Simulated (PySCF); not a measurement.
Computed with PBE0-D4/def2-TZVP // PBE0-D4/def2-SVP (PySCF). All species are isolated molecules in the gas phase. One relaxed conformer stands for a flexible species; it need not be the lowest. Delta-SCF ions had no search for a lower state. Excitations are Tamm–Dancoff values on a coarser integration grid. The basis has no diffuse functions, so Rydberg states are missing or too high.

Reference species (SMILES): `B[C@@]12CC[C@@H](C[C@@H]1C=O)C2` (neutral, multiplicity 1).

```json
{
 "S1 excitation (TDA)": "4.33 eV",
 "vertical ionisation energy (Delta-SCF)": "9.41 eV"
}
```

Changed species: `[C@H]1([C@H]2C[C@@H]([C@@H]1C=O)CC2)B`.

Q: What does the change do to the S1 excitation (TDA) and vertical ionisation energy (Delta-SCF)?

A: the S1 excitation (TDA) drops by 0.03 eV, to 4.30 eV; the vertical ionisation energy (Delta-SCF) drops by 0.11 eV, to 9.30 eV.
